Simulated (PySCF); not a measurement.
C3H6Cl2Si.

```xyz
12

C     -3.7219    -0.2066     0.0000
C     -2.3294     0.3422     0.0000
C     -1.1968    -0.3812     0.0000
Si     0.4624     0.4227     0.0000
Cl     1.5434    -0.1558    -1.6752
Cl     1.5434    -0.1558     1.6752
H     -4.2804     0.1488     0.8834
H     -3.7297    -1.3065     0.0000
H     -4.2804     0.1488    -0.8834
H     -2.2579     1.4395     0.0000
H     -1.2611    -1.4771     0.0000
H      0.3477     1.8994     0.0000
```
Charge 0, spin multiplicity 1.

Geometry optimised at B3LYP-D3(BJ)/def2-SVP. The structure was generated by enumeration; whether it is a known compound was not checked. Other conformers were not sampled.

Computed with PBE/pcSseg-1 in PySCF. Non-relativistic, no solvent.

Computed absolute GIAO shielding of each atom: isotropic value and principal components (ppm):
```tsv
atom	σ(iso)	σ11	σ22	σ33	span
C1	153.4	137.8	143.0	179.4	41.5
C2	24.1	-94.9	14.1	153.2	248.1
C3	46.2	-54.2	51.5	141.4	195.6
Si4	313.5	291.3	309.1	340.1	48.9
Cl5	832.3	693.8	854.4	948.6	254.9
Cl6	832.3	693.8	854.4	948.6	254.9
H7	29.1	25.8	27.0	34.5	8.7
H8	29.4	26.1	28.9	33.1	7.0
H9	29.1	25.8	27.0	34.5	8.7
H10	24.8	21.9	23.1	29.3	7.4
H11	25.3	22.0	25.0	28.8	6.8
H12	25.4	22.5	23.3	30.5	8.0
```
